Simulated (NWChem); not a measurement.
1,2,4-triazole (C₂H₃N₃); SMILES [nH]1ncnc1

```xyz
8

C      1.1090     0.1062     0.0000
N      0.2786     1.1775     0.0000
C     -0.9117     0.6217     0.0000
N     -0.7836    -0.7193     0.0000
N      0.5050    -1.0670     0.0000
H      2.1954     0.1901     0.0000
H     -1.8740     1.1335     0.0000
H     -1.5049    -1.4305     0.0000
```
Atoms are numbered in this order, from 1.

STO-3G and 3-21G are far too small for this property and stand as cheap habits. The geometry was optimised at PBE0/def2-SVP.

Symmetry labels are those of Cs in the frame above (b1 and b2, or b-type labels, depend on it).

Task: List the 4 lowest vertical singlet excitations from B3LYP/3-21G, TDA (NWChem).

Result: 
| state | energy (eV) | oscillator strength | symmetry | leading excitation (squared amplitude) |
|---|---|---|---|---|
| S1 | 6.13 | 0.012 | a" | HOMO → LUMO (1.00) |
| S2 | 7.48 | 0.008 | a" | HOMO → LUMO+1 (0.99) |
| S3 | 7.57 | 0.006 | a" | HOMO−3 → LUMO (0.99) |
| S4 | 7.79 | 0.038 | a' | HOMO−2 → LUMO (0.35) |
